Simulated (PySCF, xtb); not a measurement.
CH7BN2O, SMILES NB(NC)O.

GFN2-xTB run with xtb at its own geometry gives an orbital gap of 7.17 eV and a dipole moment of 1.71 D.

Geometry: PBE0-D3(BJ)/def2-SVP. The structure was generated by enumeration, and PubChem lists no compound with its InChIKey, so it may never have been made. Other conformers were not sampled.

Problem. What does PBE/def2-TZVP in PySCF give? (An estimate is asked for; the answer gives what the named calculation found.)

Solution. gap 5.11 eV (levels -5.14 and -0.03 eV), dipole 1.59 D.
